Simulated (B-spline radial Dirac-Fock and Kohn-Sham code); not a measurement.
**Pb: non-radiative channels of the 3p3/2 vacancy**

System: the Pb atom, configuration 1s2 2s2 2p6 3s2 3p6 3d10 4s2 4p6 4d10 4f14 5s2 5p6 5d10 6s2 6p2.

Calculated with a radial atomic solver, using independent-particle rates on relativistic LDA orbitals of the hole state (multipoles up to L = 3, Coulomb Auger matrix elements, transition energies from Dirac-Fock). Kinetic energies are configuration averages from the vacuum level; the two-hole energies are estimated from single-hole states.

```tsv
transition	kinetic energy (eV)	width (meV)	share (%)
M3-M4N4	4.85	96.7	0.9
M3-M4N5	26.50	158	1.5
M3-M5N4	105.5	679	6.3
M3-M5N5	129.7	916	8.6
M3-M4N6	304.6	217	2.0
M3-M4N7	308.3	316	2.9
M3-M4O3	373.9	103	1.0
M3-M5N6	405.1	2430	22.7
M3-M5O1	405.8	225	2.1
M3-M5N7	411.5	2950	27.6
M3-M5O2	452.6	217	2.0
M3-M5O3	476.1	263	2.5
M3-M5O4	544.2	66.8	0.6
M3-M5O5	547.2	96.4	0.9
M3-N1N3	1490.0	70.9	0.7
M3-N2N3	1615.9	88.0	0.8
M3-N3N3	1736.2	116	1.1
M3-N3N4	1947.3	171	1.6
M3-N3N5	1972.3	223	2.1
M3-N2N7	2128.4	52.8	0.5
M3-N3N6	2244.9	153	1.4
M3-N3N7	2250.6	176	1.6
M3-N6N7	2758.4	167	1.6
M3-N7N7	2764.1	66.1	0.6
```

Coster-Kronig rates are the weakest part of this model and often come out 1.5 to 2.5 times too large. The listed channels hold 94 % of the non-radiative rate. Summed by principal shells, of 10.7 eV in all: MMN 72.5 %, MNN 14.3 %, MMO 10.0 %, MNO 2.5 %, MMP 0.5 %.
